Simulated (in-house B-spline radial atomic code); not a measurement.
**Lu²⁺: [Xe] 4f14 6s1 (with a hole in an inner shell)**

All numbers are computed (Dirac-Hartree-Fock, average of configuration; Fermi nucleus of rms radius 5.37 fm) with a B-spline radial code for spherical atoms, not measured.

Effective charges: Z_r = [3n² - l(l+1)]/(2<r>) from the radius, Z_e = n√(-2ε) from the energy, and Slater's rules. Values are occupation-weighted means over j. An effective charge above Z reflects the relativistic contraction of the inner shells.

| shell | electrons | ε (eV) | <r> (bohr) | Z_r | Z_e | Slater |
| --- | --- | --- | --- | --- | --- | --- |
| 1s | 2 | -63726 | 0.01932 | 77.64 | 68.44 | 70.70 |
| 2s | 2 | -10992 | 0.08118 | 73.91 | 56.85 | 66.85 |
| 2p | 6 | -9721.5 | 0.07253 | 68.93 | 53.46 | 66.85 |
| 3s | 2 | -2561.9 | 0.2116 | 63.80 | 41.17 | 59.75 |
| 3p | 6 | -2168.9 | 0.2111 | 59.21 | 37.88 | 59.75 |
| 3d | 10 | -1669.8 | 0.1925 | 54.55 | 33.23 | 49.85 |
| 4s | 2 | -553.08 | 0.4786 | 50.15 | 25.50 | 43.25 |
| 4p | 6 | -420.66 | 0.5072 | 45.35 | 22.24 | 43.25 |
| 4d | 10 | -238.98 | 0.5496 | 38.21 | 16.76 | 31.85 |
| 5s | 2 | -90.658 | 1.188 | 31.56 | 12.91 | 13.35 |
| 5p | 6 | -56.176 | 1.388 | 26.29 | 10.16 | 13.35 |
| 4f | 14 | -39.491 | 0.6991 | 25.75 | 6.81 | 20.45 |
| 6s | 1 | -20.011 | 3.19 | 16.93 | 7.28 | 4.20 |

The least bound orbital is 6s1/2 at -20.01 eV, and it is also the most diffuse (<r> = 3.19 bohr).

Spin-orbit splittings of the orbital energies (j = l + 1/2 above j = l - 1/2 when positive): 2p 1120 eV, 3p 242.9 eV, 3d 52.5 eV, 4p 55.75 eV, 4d 10.42 eV, 5p 7.405 eV, 4f 1.745 eV.

For the 1s electron the small component carries 7.11 % of the norm, the zero-frequency Breit interaction raises the level by 212.1 eV, self-energy by 130.8 eV, and vacuum polarisation lowers it by 23.65 eV.

The density falls to 0.001 bohr⁻³ at 4.128 bohr; Σ<r²> = 43.148 bohr² gives, by the non-relativistic formula and without the paramagnetism of open shells, a Langevin diamagnetic susceptibility of -34.17×10⁻⁶ cm³/mol.
